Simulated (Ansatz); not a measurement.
Computed with Ansatz on PBE0-D4/def2-TZVP structures; ΔE is electronic, products minus reactants. CCSD(T)/CBS is the MP2 limit (def2-TZVPP, def2-QZVPP) plus CCSD(T) − MP2 in def2-TZVPP, frozen cores. This one scheme is used for every species. DFT in def2-TZVPP. Elements past krypton have def2 core potentials. For Sn outer-core shells are correlated without core-valence functions, which leaves a few kJ/mol of doubt a bond. One conformer a species, not always the lowest.

Reaction (redistribution): `C[N](C)[Sn]([Cl])([N](C)C)[N](C)C` + `F[SiH3]` → `C[N](C)[SnH]([N](C)C)[N](C)C` + `F[SiH2]Cl`

```json
{"species": "`C[N](C)[Sn]([Cl])([N](C)C)[N](C)C`", "ωB97M-V energy (Eh)": "-1078.15368"}
{"species": "`F[SiH3]`", "ωB97M-V energy (Eh)": "-391.18654"}
{"species": "`C[N](C)[SnH]([N](C)C)[N](C)C`", "ωB97M-V energy (Eh)": "-618.49181"}
{"species": "`F[SiH2]Cl`", "ωB97M-V energy (Eh)": "-850.84854"}
```

Task: Work out ΔE.

Result: ΔE = (-618.49181) + (-850.84854) − (-1078.15368) − (-391.18654) = -0.00013 Eh = -0.3 kJ/mol. CCSD(T)/CBS gives +5.6 kJ/mol.

Largest T1 diagnostic among the species: 0.012.

The D4 term adds +5.4 kJ/mol with B3LYP and +3.8 kJ/mol with PBE0; it sums over pairs of atoms, weighted by their polarisabilities, and B3LYP, whose exchange is more repulsive, gets the larger term. In def2-TZVPP, CCSD(T) changes the Hartree–Fock value by −5.8 kJ/mol (the triples alone add +0.7 kJ/mol) and MP2 by −5.0 kJ/mol.

B3LYP here is the variant with VWN-RPA as its local correlation; programs differ in this.
